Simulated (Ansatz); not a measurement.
Species: H$_{6}$N$_{2}$Si, SMILES `N[SiH2]N` (H–N–Si–N torsion -78°, N–Si–N–H torsion -78°) (charge 0, multiplicity 1).

Q: Give a relaxed geometry from Ansatz (a first-principles code) with CAM-B3LYP-D3(BJ)/def2-TZVP.

A: Several could match; the one computed here: the end point of this relaxation, one of several conformers (outside a Z-matrix the atoms follow the SMILES, hydrogens last).
Z-matrix (Å, degrees):
```
Si
N 1 1.7141
H 2 1.0061 1 122.10
H 2 1.0061 3 111.70 1 -157.62
N 1 1.7141 2 121.13 3 -77.66
H 5 1.0061 1 122.10 2 -77.66
H 5 1.0061 6 111.70 1 -157.62
H 1 1.4773 2 105.46 3 41.69
H 1 1.4773 8 114.30 2 -115.36
```
